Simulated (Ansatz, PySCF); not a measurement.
H4Pb, SMILES [PbH4].

The structure is a stationary point at PBE0-D3(BJ)/def2-TZVPD. The def2 effective core potentials stand for the cores of Pb; spin–orbit coupling is left out.

Vertical ionisation energy (IE) and electron affinity (EA) in eV. Rows of orbital energies are one-electron estimates. Where ΔSCF, EOM or ADC give a negative EA the extra electron is unbound and the value depends on the basis.

```
level                                                                       IE     EA
-----------------------------------------------------------------------  -----  -----
−ε(HOMO), −ε(LUMO), ωB97X/def2-TZVPD (PySCF)                             11.27  -1.03
−ε(HOMO), −ε(LUMO), r2SCAN/def2-TZVPD (PySCF)                              ___    ___
−ε(HOMO), −ε(LUMO), PBE/def2-TZVPD (PySCF)                                7.74   1.54
ΔSCF, ωB97X-V/def2-TZVPD (Ansatz), final states of multiplicity 2 and 2  11.38  -0.83
ΔSCF, PBE/def2-TZVPD (Ansatz), final states of multiplicity 2 and 2      10.94  -0.49
```

**Question.** Some entries are withheld; supply them. (An estimate is asked for; the answer gives what the named calculation found.)

**Answer.** 
- −ε(HOMO), −ε(LUMO), r2SCAN/def2-TZVPD (PySCF), IE: 8.04
- −ε(HOMO), −ε(LUMO), r2SCAN/def2-TZVPD (PySCF), EA: 1.16

**Question.** What vertical singlet–triplet gap does ΔSCF give with ωB97X-V/def2-TZVPD (Ansatz, an electronic-structure program) and with PBE/def2-TZVPD (Ansatz)? (An estimate is asked for; the answer gives what the named calculation found.)

**Answer.** 6.49 and 5.77 eV (triplet above singlet where positive).
